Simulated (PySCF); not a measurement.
**Correlation energy of S³⁺ (sulfur, charge +3)**

[Ne] 3s2 3p1, 2P determinant. Computed with PySCF 2.14 in jorge-DZP-DKH (7s4p1d, 24 functions), with scalar relativity by spin-free X2C-1e. Frozen: [Ne]; 3 electrons correlated.

MP2 pair energies summed by pair of shells (mhartree):

```csv
pair,energy,share (%)
3s-3s,-24.07,58.1
3s-3p,-17.39,41.9
```

Total MP2 correlation energy: -41.46 mhartree.

Same-spin part -2.47 and opposite-spin part -38.98 mhartree; SCS-MP2 scales them by 1/3 and 6/5 to -47.60 mhartree.

```tsv
level	correlation energy (mhartree)
CCSD	-61.70
(T)	-0.58
CCSD(T)	-62.28
```

Diagnostics: T1 = 0.0082, D1 = 0.0196, largest double amplitude 0.109.

Cost of the coupled-cluster step: 0.16 s of wall time on 1 thread of Neoverse-N1 (shared host), for 3 correlated electrons.
